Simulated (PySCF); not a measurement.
**Two-component Hartree-Fock for Tl⁶⁷⁺ (thallium, charge +67)**

Start: [Ne] 3s2 3p2; 3p1/2 filled at m_j = -1/2, +1/2. Calculated with PySCF 2.14 in an even-tempered Gaussian basis (17 s from 23 bohr⁻², ratio 2.4; 14 p from 30 bohr⁻², ratio 2.4; 4 d from 100 bohr⁻², ratio 2.6; 4 f from 150 bohr⁻², ratio 2.6): generalised Hartree-Fock with the X2C-1e Hamiltonian and a Gaussian nucleus; one run each with spin-orbit coupling (SO) switched off, then screened by Boettger's factors.

```tsv
spinor shell	electrons	ε, spin-free (eV)	ε, screened SO (eV)	weight of nominal j (screened SO)	rms radius, screened SO (bohr)
1s1/2	2	-91872.5	-91816.8	1.000	0.0184
2s1/2	2	-21041.8	-21018.4	1.000	0.0732
2p1/2	2	-18917.7	-20446.1	1.000	0.0618
3s1/2	2	-8473.2	-8464.0	1.000	0.176
3p1/2	2	-7884.3	-8269.9	1.000	0.166
```

Q: Where does 2p3/2 lie, and what is the 2p spin-orbit splitting (screened SO)?

A: At -18306.5 eV, 2139.6 eV above 2p1/2.

```csv
quantity,spin-free,screened SO
E (hartree),-14755.09728,-14811.68615
M_J,0,0
⟨J²⟩,2.000,0.000
⟨L²⟩,2.000,1.361
⟨S²⟩,2.000,1.361
```

Breit and QED terms are absent; they matter most for the inner s and p1/2 levels.

Densities and radii are taken from the X2C orbitals without a picture-change correction, which distorts them close to the nucleus.

Without spin-orbit coupling the j labels of p, d and f shells carry no meaning; the spin-free column gives the mean over the occupied spinors of each nl shell.
